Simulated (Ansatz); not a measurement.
Harmonic frequencies (cm⁻¹) at PBE0-D4/def2-TZVP from Ansatz: 66, 76, 111, 126, 140, 142, 255, 383, 441, 485, 580, 588, 1050, 2443, 2454.

Each molecule was computed in one conformer, which needn't be the lowest.

(1) Which molecule is it?
A. `C[OH+][AlH3-]`
B. `[BH3-][NH3+]`
C. `[NH3+][Al-]([Cl])([Cl])[Cl]`
D. `[Cl][Al-]([Cl])([Cl])[SeH2+]`

Answers

(1) D.
